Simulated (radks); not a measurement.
Question: Neutral hafnium: order these configurations by energy. Calculated with a radial shooting solver on a logarithmic mesh with Libxc functionals: scalar-relativistic Kohn-Sham, LDA (Slater exchange, Perdew-Wang correlation), spin-polarised, spherical densities, finite nucleus; Fermi nuclear charge, rms radius of each element as measured or else 0.836 A^(1/3) + 0.57 fm. Open shells are filled with parallel spins first. [Xe] 4f14 5d1 6s2 6p1; [Xe] 4f14 5d2 6s1 6p1; [Xe] 4f14 5d2 6s2; [Xe] 4f14 5d3 6s1.

Answer: From the lowest, in eV above it: [Xe] 4f14 5d2 6s2 0.000; [Xe] 4f14 5d3 6s1 1.323; [Xe] 4f14 5d1 6s2 6p1 2.237; [Xe] 4f14 5d2 6s1 6p1 2.818.
